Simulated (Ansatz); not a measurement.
Total energies of HfZrO₄ (the lowest singlet isomer of a short search) from Ansatz at PBE0-D4/def2-TZVP, gas phase (1 Eh = 27.2114 eV = 2625.5 kJ/mol). The reference geometry is relaxed at PBE0-D4/def2-SVP.

Cartesian coordinates in Å:
```
Hf -1.483 -0.537 -0.219
Zr 1.007 0.473 1.097
O 0.136 -1.258 0.658
O 2.371 0.826 0.058
O -0.706 1.180 0.381
O -1.326 -0.683 -1.976
```

| state | geometry | energy (Eh) |
| --- | --- | --- |
| charge 0 singlet | reference | -396.02789 |
| charge 1 doublet | reference | -395.69558 |
| charge 0 triplet | relaxed at PBE0-D4/def2-SVP | -395.95151 |
| charge 0 quintet | relaxed at PBE0-D4/def2-SVP | -395.84938 |
| free Hf atom (triplet) | – | -47.84253 |
| free Zr atom (triplet) | – | -46.88229 |
| free O atom (triplet) | – | -75.01860 |

In the def2 sets Hf, Zr take a core potential; there is no spin–orbit coupling.

Work out the vertical ionisation energy to the doublet.

E(charge 1 doublet) − E(charge 0 singlet) = -395.69558 − (-396.02789) = 0.33231 Eh = 9.04 eV. For comparison, −ε of the highest occupied level is 7.21 eV at this level, 1.83 eV less.

Which of the charge 0 states is lowest, and how far above it are the others?

The singlet. triplet: -395.95151 − (-396.02789) = 0.07638 Eh = 200.5 kJ/mol; quintet: -395.84938 − (-396.02789) = 0.17851 Eh = 468.7 kJ/mol.

What is the binding energy per atom against free atoms?

Atoms: 1 × (-47.84253) + 1 × (-46.88229) + 4 × (-75.01860) = -394.79922 Eh. Binding: -394.79922 − (-396.02789) = 1.22867 Eh = 33.43 eV, or 5.57 eV for each of 6 atoms (no zero-point energy, no counterpoise term).

The structure comes from a short search, and lower isomers may exist.
